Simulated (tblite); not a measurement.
Compound: C8H8.
Atom-mapped SMILES: `[CH:1]1=[CH:2]\[CH:3]=[CH:4]/[CH:5]=[CH:6]\[CH:7]=[CH:8]/1` (hydrogens: H9 on C1; H10 on C2; H11 on C3; H12 on C4; H13 on C5; H14 on C6; H15 on C7; H16 on C8)

Structure used (GFN2-xTB), in Å, numbered top down from 1:
```
atom  x, y, z in Å
C1    -1.4730   -0.7134    0.4948
C2    -0.4993   -1.6004    0.3314
C3     0.6284   -1.4722   -0.5965
C4     1.5226   -0.4913   -0.6010
C5     1.5497    0.6474    0.3219
C6     0.5760    1.5340    0.4880
C7    -0.7060    1.5407   -0.2230
C8    -1.6001    0.5598   -0.2205
H9    -2.2995   -0.9427    1.1586
H10   -0.5419   -2.5447    0.8632
H11    0.7440   -2.3044   -1.2825
H12    2.3592   -0.5342   -1.2898
H13    2.4883    0.7801    0.8489
H14    0.7297    2.3792    1.1500
H15   -0.9357    2.4716   -0.7299
H16   -2.5500    0.6995   -0.7250
```

Structure optimised with GFN2-xTB, isolated species.

Take the most abundant isotopes and a rigid rotor. The values belong to one conformer with, in the numbering `[CH:1]1=[CH:2]\[CH:3]=[CH:4]/[CH:5]=[CH:6]\[CH:7]=[CH:8]/1`, C1–C2–C3–C4 59°, C3–C4–C5–C6 -59°, C5–C6–C7–C8 59°, C2–C1–C8–C7 -59°.

(1) Give the principal moments of inertia and the rotational constants in MHz.

(2) What kind of rotor is it?

(3) Is it planar, by Δ = Ic − Ia − Ib?

(4) Estimate the classical rotational partition function at 25 K, 50 K and 500 K.

## Answers

(1) Ia = 182.76, Ib = 182.98, Ic = 316.44 u·Å²; 505379 MHz·u·Å²/I gives A = 2765, B = 2762, C = 1597 MHz.

(2) An oblate symmetric top, as the point group D2d requires two equal moments; the computed ones differ by 0.12 % because the geometry is symmetric only within the optimiser's tolerance. Ray's parameter κ = (2B − A − C)/(A − C) = 0.995; −1 is the prolate and +1 the oblate limit.

(3) Not planar: Δ = Ic − Ia − Ib = -49.30 u·Å². For a rigid frame Δ = −2 Σ m c², so Σ m c² = 24.65 u·Å² lies off the ab plane: 8.29 from hydrogen and 16.36 from heavier atoms. The atom farthest from that plane is 1.02 Å away.

(4) Point group D2d, symmetry number σ = 4; q = (√π/σ)·√((kT/h)³/(ABC)), k/h = 20836.6 MHz/K: 1510 at 25 K, 4270 at 50 K, 135000 at 500 K.

Its GFN2-xTB frequencies are all real (lowest 156 cm⁻¹). These are rigid-rotor constants of the computed structure; measured ground-state constants (B0) also hold zero-point vibration.
